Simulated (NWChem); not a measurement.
Species: dimethyl selenide (C2H6Se); SMILES C[Se]C

Computed with NWChem. Pople sets run with spherical d functions. Geometry: optimised at B3LYP/6-31G* (spherical d). Level TPSS/6-31G*: single points from the atomic guess with DIIS by default; each run changes one setting, and all converged runs end within 0.3 mHa of each other.

Q: Which setting needs the most SCF iterations, or fails (occupation smearing of 0.005 Ha; no level shifting; defaults; no DIIS, 40 % damping; DIIS on 20 Fock matrices; core-Hamiltonian guess)?

A: no DIIS, 40 % damping, with 18 against 6 for the defaults.
```
setting                          SCF iterations
-------------------------------  --------------
defaults                                      6
no level shifting                             6
core-Hamiltonian guess                       12
occupation smearing of 0.005 Ha               6
no DIIS, 40 % damping                        18
DIIS on 20 Fock matrices                      6
```
